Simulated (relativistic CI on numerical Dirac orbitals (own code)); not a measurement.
## Er IV: computed level list

Method of calculation: Dirac-Coulomb-Breit CI, separate exchange-only KLI orbitals for each configuration, model QED (radiative potential, 1s self-energy scaled to tabulated hydrogen-like ionisation energies), valence Slater integrals scaled by 0.85, P86 correlation energy added to each configuration (own radial code, finite nucleus).

CI space (outside the closed core [Kr] 4d10 5s2): 4f¹¹5p⁶, 4f¹⁰5p⁶5d, 4f¹⁰5p⁶6s, 4f¹⁰5p⁶6p, 4f¹³5p⁴, 4f¹²5p⁵, 4f¹⁰5p⁶7s, 4f¹⁰5p⁶7p. Levels of other configurations are missing.

The lowest level is 4f¹¹5p⁶ ⁴I°15/2, with 97 % of that term; Hund's rules for 4f¹¹5p⁶ give ⁴I° with J = 15/2, in agreement.

```
No.  Configuration  Term     J  E (eV)    %  Landé g        jj configuration (%)
  1        4f¹¹5p⁶   ⁴I°  15/2  0.0000   97    1.195                4f7/2^5 (76)
  2        4f¹¹5p⁶   ⁴I°  13/2  0.7976   99    1.105        4f5/2^5 4f7/2^6 (92)
  3        4f¹¹5p⁶   ⁴I°  11/2  1.2396   82    0.987        4f5/2^4 4f7/2^7 (42)
  4        4f¹¹5p⁶   ⁴I°   9/2  1.5205   59    0.849                4f7/2^5 (41)
  5        4f¹¹5p⁶   ⁴F°   9/2  2.0062   57    1.159                4f7/2^5 (51)
  6        4f¹¹5p⁶   ²H°  11/2  2.4165   64    1.102                4f7/2^5 (46)
  7        4f¹¹5p⁶   ⁴S°   3/2  2.4659   65    1.666                4f7/2^5 (65)
  8        4f¹¹5p⁶   ⁴F°   7/2  2.7237   89    1.199        4f5/2^5 4f7/2^6 (89)
  9        4f¹¹5p⁶   ⁴F°   5/2  2.9446   84    1.053        4f5/2^5 4f7/2^6 (53)
 10        4f¹¹5p⁶   ⁴F°   3/2  2.9660   58    0.798        4f5/2^5 4f7/2^6 (75)
 11        4f¹¹5p⁶   ⁴F°   9/2  3.0492   30    1.065        4f5/2^5 4f7/2^6 (48)
 12        4f¹¹5p⁶   ²K°  15/2  3.3758   92    1.063        4f5/2^5 4f7/2^6 (62)
 13        4f¹¹5p⁶   ⁴G°  11/2  3.4782   77    1.230        4f5/2^5 4f7/2^6 (63)
 14        4f¹¹5p⁶   ²G°   7/2  3.5703   66    0.948        4f5/2^4 4f7/2^7 (42)
 15        4f¹¹5p⁶   ⁴G°   9/2  3.6548   72    1.113        4f5/2^5 4f7/2^6 (77)
 16        4f¹¹5p⁶   ²K°  13/2  4.0286   92    0.944        4f5/2^5 4f7/2^6 (53)
 17        4f¹¹5p⁶   ²P°   3/2  4.0623   35    1.025        4f5/2^4 4f7/2^7 (64)
 18        4f¹¹5p⁶   ²P°   1/2  4.2573   95    0.629        4f5/2^5 4f7/2^6 (89)
 19        4f¹¹5p⁶   ⁴G°   7/2  4.4181   74    0.969        4f5/2^4 4f7/2^7 (90)
 20        4f¹¹5p⁶   ⁴G°   5/2  4.4436   61    0.794        4f5/2^5 4f7/2^6 (65)
 21        4f¹¹5p⁶   ²G°   9/2  4.5083   36    1.057        4f5/2^3 4f7/2^8 (56)
 22        4f¹¹5p⁶   ²D°   5/2  4.5175   53    0.985        4f5/2^4 4f7/2^7 (74)
 23        4f¹¹5p⁶   ²D°   5/2  5.1634   49    1.261        4f5/2^5 4f7/2^6 (48)
 24        4f¹¹5p⁶   ²I°  11/2  5.2281   71    0.973        4f5/2^5 4f7/2^6 (81)
 25        4f¹¹5p⁶   ²L°  17/2  5.2595  100    1.058       4f5/2^5 4f7/2^6 (100)
 26        4f¹¹5p⁶   ²D°   3/2  5.3775   48    1.042        4f5/2^4 4f7/2^7 (51)
 27        4f¹¹5p⁶   ⁴D°   7/2  5.4063   93    1.406        4f5/2^5 4f7/2^6 (61)
 28        4f¹¹5p⁶   ²I°  13/2  5.4827   92    1.065        4f5/2^5 4f7/2^6 (55)
 29        4f¹¹5p⁶   ⁴D°   3/2  5.7665   70    1.089        4f5/2^5 4f7/2^6 (75)
 30        4f¹¹5p⁶   ²L°  15/2  6.0101   95    0.946        4f5/2^4 4f7/2^7 (83)
 31        4f¹¹5p⁶   ²H°   9/2  6.1799   96    0.915        4f5/2^5 4f7/2^6 (68)
 32        4f¹¹5p⁶   ⁴D°   1/2  6.3481   95    0.032        4f5/2^4 4f7/2^7 (89)
 33        4f¹¹5p⁶   ⁴D°   5/2  6.4965   46    1.219        4f5/2^4 4f7/2^7 (72)
 34        4f¹¹5p⁶   ²H°  11/2  6.5071   70    1.045        4f5/2^4 4f7/2^7 (91)
 35        4f¹¹5p⁶   ²F°   7/2  7.0807   88    1.151        4f5/2^4 4f7/2^7 (58)
 36     4f¹⁰(5I)5d    ⁶H  15/2  7.1752   53    1.275          4f7/2^4 5d3/2 (55)
 37     4f¹⁰(5I)5d    ⁶I  17/2  7.1818   70    1.260          4f7/2^4 5d3/2 (43)
 38        4f¹¹5p⁶   ²D°   3/2  7.2407   71    0.906        4f5/2^3 4f7/2^8 (54)
 39     4f¹⁰(5I)5d    ⁶G  13/2  7.3399   56    1.320          4f7/2^4 5d3/2 (58)
 40     4f¹⁰(5I)5d    ⁶K  19/2  7.4382   65    1.227          4f7/2^4 5d3/2 (39)
 41     4f¹⁰(5I)5d    ⁶L  21/2  7.7782   92    1.229          4f7/2^4 5d5/2 (61)
 42     4f¹⁰(5I)5d    ⁴K  17/2  7.8411   32    1.195          4f7/2^4 5d5/2 (34)
 43     4f¹⁰(5I)5d    ⁶I  13/2  7.8470   39    1.231  4f5/2^5 4f7/2^5 5d3/2 (52)
 44     4f¹⁰(5I)5d    ⁴L  19/2  7.8656   50    1.181          4f7/2^4 5d5/2 (37)
 45     4f¹⁰(5I)5d    ⁶H  15/2  7.8692   34    1.226  4f5/2^5 4f7/2^5 5d3/2 (39)
 46     4f¹⁰(5I)5d    ⁶H  11/2  7.9642   39    1.221  4f5/2^5 4f7/2^5 5d3/2 (59)
 47        4f¹¹5p⁶   ²F°   5/2  8.1724   79    0.908        4f5/2^3 4f7/2^8 (72)
 48     4f¹⁰(5I)5d    ⁴K  17/2  8.3087   41    1.135  4f5/2^5 4f7/2^5 5d3/2 (63)
 49     4f¹⁰(5I)5d    ⁶K  13/2  8.3398   25    1.164  4f5/2^5 4f7/2^5 5d5/2 (26)
 50     4f¹⁰(5I)5d    ⁶I  11/2  8.3607   46    1.130  4f5/2^4 4f7/2^6 5d3/2 (38)
 51     4f¹⁰(5I)5d    ⁶K  15/2  8.3885   39    1.145  4f5/2^5 4f7/2^5 5d5/2 (32)
 52     4f¹⁰(5I)5d    ⁶H   9/2  8.4421   45    1.038  4f5/2^4 4f7/2^6 5d3/2 (43)
 53     4f¹⁰(5I)5d    ⁶K  17/2  8.5680   42    1.151  4f5/2^5 4f7/2^5 5d5/2 (63)
 54     4f¹⁰(5I)5d    ⁶L  19/2  8.6272   62    1.171  4f5/2^5 4f7/2^5 5d5/2 (74)
 55     4f¹⁰(5I)5d    ⁴I  15/2  8.6320   52    1.172  4f5/2^5 4f7/2^5 5d5/2 (49)
 56        4f¹¹5p⁶   ²G°   7/2  8.6864   97    0.895        4f5/2^5 4f7/2^6 (76)
 57     4f¹⁰(5I)5d    ⁶K  13/2  8.7430   40    1.074  4f5/2^4 4f7/2^6 5d3/2 (26)
 58     4f¹⁰(5I)5d    ⁶I   9/2  8.7629   41    0.998  4f5/2^4 4f7/2^6 5d3/2 (23)
 59     4f¹⁰(5I)5d    ⁶H  11/2  8.7797   33    1.085  4f5/2^4 4f7/2^6 5d5/2 (25)
 60     4f¹⁰(5I)5d    ⁶H   7/2  8.7959   42    0.740  4f5/2^4 4f7/2^6 5d3/2 (26)
 61     4f¹⁰(5I)5d    ⁶L  15/2  8.8112   59    1.032  4f5/2^4 4f7/2^6 5d3/2 (50)
 62     4f¹⁰(5I)5d    ⁴H  13/2  8.8169   34    1.187  4f5/2^5 4f7/2^5 5d5/2 (36)
 63     4f¹⁰(5I)5d    ⁴G  11/2  8.9758   37    1.129          4f7/2^4 5d5/2 (27)
 64     4f¹⁰(5I)5d    ⁴G  11/2  9.0176   37    1.073          4f7/2^4 5d5/2 (20)
 65     4f¹⁰(5I)5d    ⁶I   7/2  9.0619   45    0.732  4f5/2^4 4f7/2^6 5d3/2 (22)
 66     4f¹⁰(5I)5d    ⁶L  13/2  9.0890   64    0.896  4f5/2^4 4f7/2^6 5d3/2 (31)
 67     4f¹⁰(5I)5d    ⁶K   9/2  9.1121   45    0.856  4f5/2^4 4f7/2^6 5d3/2 (22)
 68     4f¹⁰(5I)5d    ⁴K  15/2  9.1722   46    1.101  4f5/2^4 4f7/2^6 5d5/2 (48)
 69        4f¹¹5p⁶   ²G°   9/2  9.1728   97    1.105        4f5/2^4 4f7/2^7 (61)
 70     4f¹⁰(5I)5d    ⁶H   5/2  9.1777   72    0.417  4f5/2^4 4f7/2^6 5d3/2 (18)
```

Energies count from the lowest computed level; ° marks odd parity. Percentages are summed over parent terms; the parents shown are those of the largest component, closed shells are left out there. Filled j subshells are mostly left out of the jj labels.

The mean weight of the leading LS term, summed over parents, in these 70 levels is 62 %, and that of the leading jj configuration (from the same eigenvectors) 55 %.

For a near-neutral ion this model can misplace configurations by up to about 10,000 cm⁻¹ (more where the count of f electrons changes) and terms by 10 to 25 % of their spread. Rates follow the energies as ν³ (E1, M1) or ν⁵ (E2), so they and the lifetimes can be off by large factors. The fine structure of a lone outer electron comes out too small, for d and f at times inverted, and misplaced configurations move strength between like terms. 7 of the 8 excited levels that our extract of the measured tables holds in this range could be paired (the sources list more); they are missed by 635 cm⁻¹ on average and 1711 at most, and levels without a partner can miss by more. Some levels of the ground configuration have no partner and can miss by 10 % or more.

LS names give the leading component of a level, which can be under half, so a name can repeat, a term be missing and a line seem to break the LS rules.
